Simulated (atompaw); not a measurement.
## What one change does to a pseudopotential (Nb, PAW (atompaw))

```json
{
 "Element": "niobium",
 "Generator": "atompaw 4.2.0.5",
 "Type": "PAW",
 "Functional": "PBE",
 "Relativity": "scalar-relativistic",
 "Frozen core": "[Ar] 3d10",
 "Valence charge": "13",
 "Reference configuration": "4s2 4p6 4d4 5s0 5p0 (charge +1)",
 "Partial waves": "4s (bound): rc 1.25 bohr; 5s (bound, empty): rc 2.70 bohr; 4p (bound): rc 1.50 bohr; 5p (bound, empty): rc 2.70 bohr; 4d (bound): rc 2.70 bohr; 4d channel at 0.35 Ry: rc 2.70 bohr",
 "Local potential": "troulliermartins scheme with l = 3 at 0 Ry, radius 2.45 bohr",
 "Core correction": "smooth core density matched at 1.55 bohr",
 "Augmentation charge": "besselshape compensation charge, radius 2.10 bohr; PAW radius 2.70 bohr; waves and projectors: custom polynom2 7 10 vanderbiltortho"
}
```

All-electron outer shells of the reference configuration (PBE, scalar-relativistic, ld1.x):

```csv
shell,level (eV),outermost node (bohr),outermost maximum (bohr)
3d,-202.64,–,0.33
4s,-64.81,0.53,1.04
4p,-40.97,0.54,1.12
5s,-9.42,1.40,2.93
4d,-9.31,0.55,1.49
5p,-5.75,1.61,3.71
```

Change: wave 4s (bound): rc 1.25 bohr becomes 4s (bound): rc 2.58 bohr.

Cutoffs: the cutoffs (Ry, on a coarse ladder) from which the occupation-weighted sum of valence levels, in a spherical-Bessel basis at the reference potential, stays within 10 and 1 mRy of its value at 400 Ry; they do not see the model core or the augmentation charge, which bear on the density cutoff.

Q: What does the change do?

A: The potential gets softer (30 Ry and 110 Ry → 30 Ry and 90 Ry); neither file shows a bound ghost.

| quantity | base | changed |
| --- | --- | --- |
| cutoff, loose | 30 Ry | 30 Ry |
| cutoff, tight | 110 Ry | 90 Ry |
| loose cutoff by channel (10 mRy a level) | s 12 Ry, p 21 Ry, d 15 Ry | s 8 Ry, p 21 Ry, d 15 Ry |
| bound ghosts | none | none |
| s: phases at 2.70 bohr within 0.05 rad from the reference energy up to (Ry; the scan ends near 5) | 1.3 | 1.3 |
| p: phases at 2.70 bohr within 0.05 rad from the reference energy up to (Ry; the scan ends near 5) | 0.3 | 0.3 |
| d: phases at 2.70 bohr within 0.05 rad from the reference energy up to (Ry; the scan ends near 5) | 1.9 | 1.9 |
| lowest overlap eigenvalue by channel | s 0.35, p 0.46, d 0.92 | s 0.69, p 0.46, d 0.92 |

 The cutoffs see the waves, projectors and local potential, not the compensation charge or the core.
